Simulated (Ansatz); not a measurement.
A geometry relaxed with PBE-D3(BJ)/def2-SVP run with Ansatz (a quantum-chemistry and plane-wave program), charge 0, multiplicity 1:

```xyz
19

O     -0.6453    -1.1016    -0.5505
H     -1.2089     0.9828     1.8383
C     -0.4141     1.7261    -1.3437
C     -0.1396     0.7810     1.6206
H      2.0171    -1.9518    -0.0784
Si     0.1305     0.3546    -0.1933
C     -2.0019    -1.3796    -0.2995
C      2.4998    -0.9590     0.0648
H      0.1857    -0.0489     2.2808
H     -0.2091     1.4473    -2.3965
H     -2.6887    -0.7127    -0.8736
H      2.6484    -0.8043     1.1597
H      0.4358     1.6871     1.9000
H     -1.5005     1.9264    -1.2429
H      0.1273     2.6683    -1.1236
O      1.7493     0.0828    -0.5258
H      3.5027    -0.9891    -0.4096
H     -2.2685    -1.2854     0.7803
H     -2.2200    -2.4242    -0.6070
```

Question: Write the SMILES of this molecule.

Answer: `CO[Si](C)(C)OC`
